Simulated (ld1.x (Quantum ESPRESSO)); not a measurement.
## Pseudopotential generation for Sn (Z = 50): TM, PBEsol, scalar-relativistic.

ld1.x (Quantum ESPRESSO) 7.5 was run on this input:

```
&input
   title='Sn', zed=50., rel=1, dft='PBESOL', iswitch=3,
   config='[Kr] 4d10 5s2 5p0',
   nld=3, rlderiv=1.90, eminld=-10.0, emaxld=5.0, deld=0.04
 /
 &inputp
   pseudotype=2, tm=.true., lloc=1,
   nlcc=.false.,
   file_pseudopw='Sn.UPF', file_wfcaegen='ae.wfc', file_wfcncgen='nc.wfc', file_beta='beta', file_chi='chi'
 /
3
5S  1  0   2.00   0.00  1.75  1.75  0.0
4D  3  2  10.00   0.00  1.65  1.65  0.0
4P  2  1   6.00   0.00  1.25  1.25  0.0
 &test
   configts(1)='4p6 4d10 5s2 5p0'
 /
```

Command:

```bash
ld1.x < Sn.in > Sn.out
```

The program printed (shortened: banner, matrices, multipoles, cross overlaps and the repeated all-electron block are left out):

```
Program LD1 v.7.5
     --------------------------- All-electron run ----------------------------

     Sn
     scalar relativistic calculation

     atomic number is 50.00
     dft =PBESOL   lsd =0 sic =0 latt =0  beta=0.20 tr2=1.0E-14
     Exchange-correlation= PBESOL
                           (   1   4  10   8   0   0   0)
     mesh =1243 r(mesh) = 100.78374 a.u. xmin = -7.00 dx = 0.01250
     1 Ry =  13.60569312 eV, c = 137.03599908

     n l     nl                  e(Ry)          e(Ha)          e(eV)
     1 0     1S 1( 2.00)     -2132.6887     -1066.3443    -29016.7077
     2 0     2S 1( 2.00)      -323.0737      -161.5369     -4395.6421
     2 1     2P 1( 6.00)      -290.2059      -145.1029     -3948.4521
     3 0     3S 1( 2.00)       -63.3667       -31.6833      -862.1474
     3 1     3P 1( 6.00)       -52.6275       -26.3138      -716.0340
     4 0     4S 1( 2.00)       -11.1162        -5.5581      -151.2434
     4 1     4P 1( 6.00)        -7.8687        -3.9344      -107.0597
     3 2     3D 1(10.00)       -36.0833       -18.0416      -490.9381
     4 2     4D 1(10.00)        -3.1754        -1.5877       -43.2039
     5 0     5S 1( 2.00)        -1.9227        -0.9613       -26.1596
     5 1     5P 1( 0.00)        -1.3075        -0.6537       -17.7894

     final scf error:  8.8E-15 reached in  19 iterations

     Etot =  -12347.374720 Ry,   -6173.687360 Ha, -167994.591314 eV

     Ekin =   12890.987433 Ry,    6445.493717 Ha,  175390.819069 eV
     Encl =  -29803.181041 Ry,  -14901.590521 Ha, -405492.935336 eV
     Eh   =    4887.911651 Ry,    2443.955825 Ha,   66503.425930 eV
     Exc  =    -323.092762 Ry,    -161.546381 Ha,   -4395.900976 eV

     normalization and overlap integrals

     s(1S/1S) =  1.000000  <r> =   0.0291  <r2> =    0.0011  r(max) =   0.0188
     s(2S/2S) =  1.000000  <r> =   0.1256  <r2> =    0.0186  r(max) =   0.1068
     s(2P/2P) =  1.000000  <r> =   0.1096  <r2> =    0.0147  r(max) =   0.0853
     s(3S/3S) =  1.000000  <r> =   0.3396  <r2> =    0.1318  r(max) =   0.3090
     s(3P/3P) =  1.000000  <r> =   0.3379  <r2> =    0.1325  r(max) =   0.3013
     s(4S/4S) =  1.000000  <r> =   0.8185  <r2> =    0.7583  r(max) =   0.7412
     s(4P/4P) =  1.000000  <r> =   0.8857  <r2> =    0.8967  r(max) =   0.7890
     s(3D/3D) =  1.000000  <r> =   0.3147  <r2> =    0.1176  r(max) =   0.2498
     s(4D/4D) =  1.000000  <r> =   1.0920  <r2> =    1.4132  r(max) =   0.8829
     s(5S/5S) =  1.000000  <r> =   2.2079  <r2> =    5.4897  r(max) =   1.9406
     s(5P/5P) =  1.000000  <r> =   2.6599  <r2> =    8.0041  r(max) =   2.3117

     ------------------------ End of All-electron run ------------------------

     --------------------- Generating NC pseudopotential ---------------------

      Generating local pot.: lloc=1, matching radius rcloc =   1.2500

      Wfc   5S  rcut= 1.756  Using Troullier-Martins method

      Wfc   4D  rcut= 1.670  Using Troullier-Martins method

     ------------------- End of pseudopotential generation -------------------

     Computing logarithmic derivative in   1.90455
     Message from routine run_pseudo:
     Warning: convergence not achieved
     Computing logarithmic derivative in   1.90455
     Computing the partial wave expansion
     R is outside the sphere for l=    0 j= 0.00
       no projector for channel:   1
     R is outside the sphere for l=    2 j= 0.00

     ---------------------- Testing the pseudopotential ----------------------

     Sn
     scalar relativistic calculation

     atomic number is 50.00   valence charge is 20.00
     dft =PBESOL   lsd =0 sic =0 latt =0  beta=0.20 tr2=1.0E-14
     mesh =1243 r(mesh) = 100.78374 xmin = -7.00 dx = 0.01250

     n l     nl             e AE (Ry)        e PS (Ry)    De AE-PS (Ry)
     2 1     4P   1( 6.00)       -7.86875       -7.86877        0.00003
     3 2     4D   1(10.00)       -3.17543       -3.17543        0.00001
     1 0     5S   1( 2.00)       -1.92269       -1.92270        0.00000
     3 1     5P   1( 0.00)       -1.30750       -1.33063        0.02313  !

     eps = 2.3E-11  iter =201

     Etot =  -12347.374720 Ry,   -6173.687360 Ha, -167994.591314 eV
     Etotps =  -332.605017 Ry,    -166.302508 Ha,   -4525.321787 eV

     Ekin =     141.966192 Ry,      70.983096 Ha,    1931.548440 eV
     Encl =    -696.569811 Ry,    -348.284905 Ha,   -9477.315082 eV
     Ehrt =     258.685118 Ry,     129.342559 Ha,    3519.590330 eV
     Ecxc =     -28.741310 Ry,     -14.370655 Ha,    -391.045447 eV
     Epseu=      -7.945205 Ry,      -3.972603 Ha,    -108.100026 eV

     ---------------------- End of pseudopotential test ----------------------
```

Note: ghost state, extra bound levels that the all-electron valence spectrum of the same l lacks: s at -87.6 eV. A true bound ghost makes a file unfit for plane-wave use.

Generation and configuration tests took about 3.9 s on one core of a shared server CPU.

Transferability test of the new file with ld1.x, input:

```
&input
   title='Sn', zed=50., rel=1, dft='PBESOL', iswitch=2,
   config='[Kr] 4d10 5s2 5p0'
 /
 &test
   file_pseudo='Sn.UPF', nconf=8,
   configts(1)='4p6 4d10 5s2 5p0',
   configts(2)='4p6 4d10 5s2 5p2',
   configts(3)='4p6 4d10 5s2 5p1',
   configts(4)='4p6 4d10 5s1 5p0',
   configts(5)='4p6 4d10 5s0 5p4',
   configts(6)='4p6 4d9 5s2 5p3',
   configts(7)='4p5 4d10 5s2 5p2',
   configts(8)='4p6 4d10 5s1 5p2'
 /
```

```bash
ld1.x < Sn.test.in > Sn.test.out
```

Pseudopotential blocks of its output, shortened (energy terms left out; the distinct warnings before each block abridged to one line each):

```
     Warning: convergence not achieved
     ---------------------- Testing the pseudopotential ----------------------

     n l     nl             e AE (Ry)        e PS (Ry)    De AE-PS (Ry)
     2 1     4P   1( 6.00)       -7.86875       -7.86877        0.00003
     3 2     4D   1(10.00)       -3.17543       -3.17543        0.00001
     1 0     5S   1( 2.00)       -1.92269       -1.92270        0.00000
     3 1     5P   1( 0.00)       -1.30750       -1.33063        0.02313  !

     eps = 1.9E-11  iter =201

     Etot =  -12347.374720 Ry,   -6173.687360 Ha, -167994.591314 eV
     Etotps =  -332.605017 Ry,    -166.302508 Ha,   -4525.321787 eV

     ---------------------- End of pseudopotential test ----------------------

          Warning: convergence not achieved
     ---------------------- Testing the pseudopotential ----------------------

     n l     nl             e AE (Ry)        e PS (Ry)    De AE-PS (Ry)
     2 1     4P   1( 6.00)       -6.58282       -6.55761       -0.02521  !
     3 2     4D   1(10.00)       -1.89569       -1.87439       -0.02130  !
     1 0     5S   1( 2.00)       -0.77871       -0.76817       -0.01054  !
     3 1     5P   1( 2.00)       -0.27257       -0.27764        0.00507  !

     eps = 2.2E-12  iter =201

     Etot =  -12348.908598 Ry,   -6174.454299 Ha, -168015.460794 eV
     Etotps =  -334.165836 Ry,    -167.082918 Ha,   -4546.557814 eV
     dEtot_ae =      -1.533878 Ry
     dEtot_ps =      -1.560819 Ry,   Delta E=       0.026941 Ry

     ---------------------- End of pseudopotential test ----------------------

          Warning: convergence not achieved
     ---------------------- Testing the pseudopotential ----------------------

     n l     nl             e AE (Ry)        e PS (Ry)    De AE-PS (Ry)
     2 1     4P   1( 6.00)       -7.17195       -7.15754       -0.01441  !
     3 2     4D   1(10.00)       -2.48306       -2.47107       -0.01199  !
     1 0     5S   1( 2.00)       -1.31446       -1.30877       -0.00568  !
     3 1     5P   1( 1.00)       -0.75583       -0.76872        0.01288  !

     eps = 8.9E-11  iter =201

     Etot =  -12348.401615 Ry,   -6174.200807 Ha, -168008.562931 eV
     Etotps =  -333.649923 Ry,    -166.824962 Ha,   -4539.538464 eV
     dEtot_ae =      -1.026895 Ry
     dEtot_ps =      -1.044907 Ry,   Delta E=       0.018012 Ry

     ---------------------- End of pseudopotential test ----------------------

          Warning: convergence not achieved
     ---------------------- Testing the pseudopotential ----------------------

     n l     nl             e AE (Ry)        e PS (Ry)    De AE-PS (Ry)
     2 1     4P   1( 6.00)       -8.75323       -8.74495       -0.00828  !
     3 2     4D   1(10.00)       -4.04674       -4.04200       -0.00474
     1 0     5S   1( 1.00)       -2.64305       -2.64351        0.00047
     3 1     5P   1( 0.00)       -1.96311       -1.99284        0.02973  !

     eps = 5.0E-11  iter =201

     Etot =  -12345.095215 Ry,   -6172.547608 Ha, -167963.577076 eV
     Etotps =  -330.324872 Ry,    -165.162436 Ha,   -4494.298843 eV
     dEtot_ae =       2.279504 Ry
     dEtot_ps =       2.280144 Ry,   Delta E=      -0.000640 Ry

     ---------------------- End of pseudopotential test ----------------------

          ---------------------- Testing the pseudopotential ----------------------

     n l     nl             e AE (Ry)        e PS (Ry)    De AE-PS (Ry)
     2 1     4P   1( 6.00)       -6.80261       -6.74204       -0.06058  !
     3 2     4D   1(10.00)       -2.10601       -2.05923       -0.04678  !
     1 0     5S   1( 0.00)       -0.90030       -0.88326       -0.01705  !
     3 1     5P   1( 4.00)       -0.36025       -0.36177        0.00152

     eps = 5.9E-15  iter = 17

     Etot =  -12347.861455 Ry,   -6173.930728 Ha, -168001.213682 eV
     Etotps =  -333.153012 Ry,    -166.576506 Ha,   -4532.777651 eV
     dEtot_ae =      -0.486735 Ry
     dEtot_ps =      -0.547996 Ry,   Delta E=       0.061261 Ry

     ---------------------- End of pseudopotential test ----------------------

          Warning: convergence not achieved
     ---------------------- Testing the pseudopotential ----------------------

     n l     nl             e AE (Ry)        e PS (Ry)    De AE-PS (Ry)
     2 1     4P   1( 6.00)       -7.06749       -7.02947       -0.03802  !
     3 2     4D   1( 9.00)       -2.31787       -2.28225       -0.03562  !
     1 0     5S   1( 2.00)       -0.92076       -0.89901       -0.02175  !
     3 1     5P   1( 3.00)       -0.35327       -0.35967        0.00639  !

     eps = 4.6E-13  iter =201

     Etot =  -12347.115254 Ry,   -6173.557627 Ha, -167991.061098 eV
     Etotps =  -332.405857 Ry,    -166.202928 Ha,   -4522.612080 eV
     dEtot_ae =       0.259466 Ry
     dEtot_ps =       0.199160 Ry,   Delta E=       0.060306 Ry

     ---------------------- End of pseudopotential test ----------------------

          Warning: convergence not achieved
     ---------------------- Testing the pseudopotential ----------------------

     n l     nl             e AE (Ry)        e PS (Ry)    De AE-PS (Ry)
     2 1     4P   1( 5.00)       -7.77042       -7.75482       -0.01560  !
     3 2     4D   1(10.00)       -2.99801       -2.97570       -0.02231  !
     1 0     5S   1( 2.00)       -1.49420       -1.47265       -0.02155  !
     3 1     5P   1( 2.00)       -0.87605       -0.89262        0.01657  !

     eps = 1.0E-12  iter =201

     Etot =  -12341.750531 Ry,   -6170.875265 Ha, -167918.070322 eV
     Etotps =  -327.023836 Ry,    -163.511918 Ha,   -4449.385961 eV
     dEtot_ae =       5.624189 Ry
     dEtot_ps =       5.581180 Ry,   Delta E=       0.043009 Ry

     ---------------------- End of pseudopotential test ----------------------

          Warning: convergence not achieved
     ---------------------- Testing the pseudopotential ----------------------

     n l     nl             e AE (Ry)        e PS (Ry)    De AE-PS (Ry)
     2 1     4P   1( 6.00)       -7.28527       -7.25060       -0.03468  !
     3 2     4D   1(10.00)       -2.59142       -2.56447       -0.02695  !
     1 0     5S   1( 1.00)       -1.37992       -1.36964       -0.01028  !
     3 1     5P   1( 2.00)       -0.80856       -0.81800        0.00943  !

     eps = 6.3E-11  iter =201

     Etot =  -12347.836621 Ry,   -6173.918311 Ha, -168000.875800 eV
     Etotps =  -333.104041 Ry,    -166.552020 Ha,   -4532.111359 eV
     dEtot_ae =      -0.461901 Ry
     dEtot_ps =      -0.499024 Ry,   Delta E=       0.037123 Ry

     ---------------------- End of pseudopotential test ----------------------
```
